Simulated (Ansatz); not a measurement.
Geometry optimisation of the cluster W2O6⁺.

```yaml
crystal:
  periodic: [false, false, false]
  atoms:
    - {symbol: W, position_ang: [0.640290, 1.048790, -0.651500]}
    - {symbol: W, position_ang: [-0.640480, -1.048570, 0.651030]}
    - {symbol: O, position_ang: [-0.740400, -2.593830, -0.028970]}
    - {symbol: O, position_ang: [1.006980, -0.292860, 0.518610]}
    - {symbol: O, position_ang: [-1.362820, -0.848780, 2.167180]}
    - {symbol: O, position_ang: [1.364660, 0.849080, -2.166480]}
    - {symbol: O, position_ang: [-1.007230, 0.292630, -0.519450]}
    - {symbol: O, position_ang: [0.739000, 2.593550, 0.029590]}
basis:
  gaussian: {orbitals: def2-SVP}
total_charge: 1
magnetization: {spin_polarized: true, initial_magnetization: 1}
hamiltonian: {xc: pbe, dispersion: d4}
scf: {lower_state_search: "off"}
output: {orbitals: {seedname: orbitals}}
relax: {f_tol: 0.02, max_steps: 100}
```

```sh
$ ansatz run in.yaml --threads 4 --pin off --events-out ev --progress --plain --max-ram 4787MiB
```

It prints (some lines left out):

```
Functional definition: PBE
mean field -15911.62053223 eV, -584.7412692758 hartree, gradient 2.2e-6 eV, S^2 0.756138; 0 other end points of the search recorded, 0 dependent functions left out
relax step   1: F+E_penalty+E_count = -15911.92614672 eV  Δ(F+E_penalty+E_count) = +0.000e0 eV  max|allowed force component| = 4.343e0 eV/Å  Δτ_max = 0.0000 Å  (54 SCF iters, accepted)
mean field -15912.68248680 eV, -584.7802953862 hartree, gradient 1.6e-6 eV, S^2 0.758018; 0 other end points of the search recorded, 0 dependent functions left out
relax step   2: F+E_penalty+E_count = -15912.97316337 eV  Δ(F+E_penalty+E_count) = -1.047e0 eV  max|allowed force component| = 7.378e-1 eV/Å  Δτ_max = 0.1260 Å  (32 SCF iters, accepted)
mean field -15912.72024624 eV, -584.7816830201 hartree, gradient 1.7e-6 eV, S^2 0.758633; 0 other end points of the search recorded, 0 dependent functions left out
relax step   3: F+E_penalty+E_count = -15913.00935968 eV  Δ(F+E_penalty+E_count) = -3.620e-2 eV  max|allowed force component| = 6.304e-1 eV/Å  Δτ_max = 0.0590 Å  (33 SCF iters, accepted)
mean field -15912.74998233 eV, -584.7827758014 hartree, gradient 1.8e-6 eV, S^2 0.758276; 0 other end points of the search recorded, 0 dependent functions left out
relax step   4: F+E_penalty+E_count = -15913.03806900 eV  Δ(F+E_penalty+E_count) = -2.871e-2 eV  max|allowed force component| = 5.592e-2 eV/Å  Δτ_max = 0.0270 Å  (27 SCF iters, accepted)
mean field -15912.75090251 eV, -584.7828096172 hartree, gradient 1.8e-6 eV, S^2 0.758393; 0 other end points of the search recorded, 0 dependent functions left out
relax step   5: F+E_penalty+E_count = -15913.03851161 eV  Δ(F+E_penalty+E_count) = -4.426e-4 eV  max|allowed force component| = 8.629e-2 eV/Å  Δτ_max = 0.0118 Å  (27 SCF iters, accepted)
mean field -15912.75107678 eV, -584.7828160215 hartree, gradient 2.6e-6 eV, S^2 0.758337; 0 other end points of the search recorded, 0 dependent functions left out
relax step   6: F+E_penalty+E_count = -15913.03879265 eV  Δ(F+E_penalty+E_count) = -2.810e-4 eV  max|allowed force component| = 1.740e-3 eV/Å  Δτ_max = 0.0029 Å  (27 SCF iters, accepted)
Total energy: -15913.03887334 eV, -584.7933923499 hartree
Atom 0 at     0.671834     1.099743    -0.682859 Å, force    -0.001060    -0.001740     0.001080 eV/Å
Atom 1 at    -0.671840    -1.099738     0.682859 Å, force     0.001096     0.001714    -0.001052 eV/Å
Atom 2 at    -0.829747    -2.716705     0.076426 Å, force     0.000127     0.000113    -0.000139 eV/Å
Atom 3 at     1.087334    -0.316304     0.560354 Å, force    -0.000491     0.000099    -0.000218 eV/Å
Atom 4 at    -1.442715    -1.003027     2.233239 Å, force     0.000077     0.000201    -0.000052 eV/Å
Atom 5 at     1.442737     1.003019    -2.233223 Å, force    -0.000118    -0.000194     0.000050 eV/Å
Atom 6 at    -1.087342     0.316309    -0.560350 Å, force     0.000486    -0.000062     0.000184 eV/Å
Atom 7 at     0.829739     2.716714    -0.076436 Å, force    -0.000116    -0.000131     0.000147 eV/Å
Dipole moment:    -0.000009     0.000002    -0.000003 e Å
Checks for a lower state left out: stability, starts, cluster_reference, orbital_swaps, neighbouring_geometries, increment
```

Run time 20 s (4 threads of Arm Neoverse V1 on a shared host).

In the def2 sets W takes a core potential; there is no spin–orbit coupling. The gap within one spin of the charge 1 doublet nearly closes, so an electron or hole may be smeared out by delocalisation error. The relaxation made no stability test and no search for a lower SCF solution. The structure comes from a short search, and lower isomers may exist.
